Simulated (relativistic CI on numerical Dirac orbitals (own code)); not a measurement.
## Sensitivity of the levels of Tm V to α and to the nuclear radius

These numbers are calculated, not measured: Dirac-Coulomb-Breit CI, KLI orbitals optimised for each configuration, valence Slater integrals scaled by 0.85, P86 correlation energy added to each configuration, derivatives by finite differences, QED left out (own radial code, finite nucleus).

Configuration list (outside the closed core [Kr] 4d10): 4f11 5s2 5p6, 4f13 5s2 5p4, 4f12 5s2 5p5, 4f10 5s2 5p6 6s, 4f13 5p6, 4f12 5s 5p6, 4f13 5s 5p5, 4f12 5s 5p5 6s. The list is cut by size and lacks configurations that can hold low levels.

With x = (α/α₀)² − 1 an excitation energy changes as ω = ω₀ + qx; K = 2q/ω₀ is the relative enhancement. Terms are leading LS components, so labels can repeat. The field-shift factor is F = δν/δ⟨r²⟩ for the transition from the lowest level.

Lowest level 4f11 5s2 5p6 4I°_15/2.

| Level | ω₀ (cm⁻¹) | q (cm⁻¹) | K | F (GHz/fm²) |
| --- | --- | --- | --- | --- |
| 4f11 5s2 5p6 4I°_13/2 | 7544.5 | 7269 | 1.93 | 0.363 |
| 4f11 5s2 5p6 4I°_11/2 | 11482.8 | 7528 | 1.31 | 0.467 |
| 4f11 5s2 5p6 4I°_9/2 | 13786.1 | 4524 | 0.656 | 0.449 |
| 4f11 5s2 5p6 4F°_9/2 | 17920.7 | 4731 | 0.528 | 0.542 |
| 4f11 5s2 5p6 2H°_11/2 | 21668.3 | 5777 | 0.533 | 0.666 |
| 4f11 5s2 5p6 4S°_3/2 | 21765.7 | 801.1 | 0.0736 | 0.548 |
| 4f11 5s2 5p6 4F°_7/2 | 24386.7 | 6507 | 0.534 | 0.734 |
| 4f11 5s2 5p6 4F°_5/2 | 26326.6 | 6255 | 0.475 | 0.776 |
| 4f11 5s2 5p6 4F°_3/2 | 26520.2 | 6268 | 0.473 | 0.79 |
| 4f11 5s2 5p6 4F°_9/2 | 27595.7 | 10980 | 0.796 | 0.935 |
| 4f11 5s2 5p6 2K°_15/2 | 29992.9 | 4632 | 0.309 | 0.829 |
| 4f11 5s2 5p6 4G°_11/2 | 30953.8 | 6305 | 0.407 | 0.879 |
| 4f11 5s2 5p6 2G°_7/2 | 31911.4 | 7170 | 0.449 | 0.941 |

At this charge configurations can still be misplaced by up to about 7 % of their energy. Levels and lines within the n = 5 or 6 shells can be off by up to 10 % or somewhat more, and those that change n by about 2 %, since core polarisation is missing.
